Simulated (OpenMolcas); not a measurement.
An atom or ion with 48 electrons was computed by MS-RASPT2, IPEA 0.25 Eh, imaginary shift 0.1 Eh with spin-orbit coupling (OpenMolcas, ANO-RCC-VQZP, DKH2). The lowest levels that the run gave, each within 12 % of the measured value where one is at hand:

| J | Parity | E (cm-1) | g |
| --- | --- | --- | --- |
| 0 | even | 0.0 |  |
| 0 | odd | 98152 |  |
| 1 | odd | 101968 | 1.486 |
| 2 | odd | 113193 | 1.501 |
| 1 | odd | 142058 | 1.015 |
| 0 | even | 226489 |  |
| 1 | even | 235558 | 1.501 |
| 2 | even | 237756 | 1.203 |
| 2 | even | 250502 | 1.298 |

Question: Which ion is it, and what are the configurations and terms?

Answer: Xe6+ (Z = 54, charge +6; active space 2 electrons in 9 orbitals (RAS2 5s 5p; RAS3 5d, at most 2 electrons)). J, parity and g give the terms where levels are pure, and mixed ones are named by the computed weights; the size of the splittings, set against known spectra of the 48-electron sequence, gives the charge. In order, with the measured energies in cm-1 (Saloman, J. Phys. Chem. Ref. Data 33, 765 (2004)): 5s2 1S0, 5s 5p 3P* 0 (96141), 5s 5p 3P* 1 (100451), 5s 5p 3P* 2 (113676), 5s 5p 1P* 1 (143259), 5p2 3P0 (223673), 5p2 3P1 (234685), 5p2 1D2 [59 %] (236100), 5p2 3P2 [59 %] (251853).

Active for correlation alone: 5d; no level in the range computed is led by a configuration that fills it, so any true level of that kind is missing. Some terms mix strongly with configurations of 5d, whose occupation reaches 0.19 (5p2 1D). Measured partners are found by configuration, term and J. A level has none where our copy of the source lacks it or the pairing is in doubt (some pairs that miss far off the trend of their configuration count as doubtful), and it then counts in no deviation. Levels of configurations outside the active space are missing.

A share in square brackets marks a mixed level and gives the weight of the term that names it. * marks odd parity.
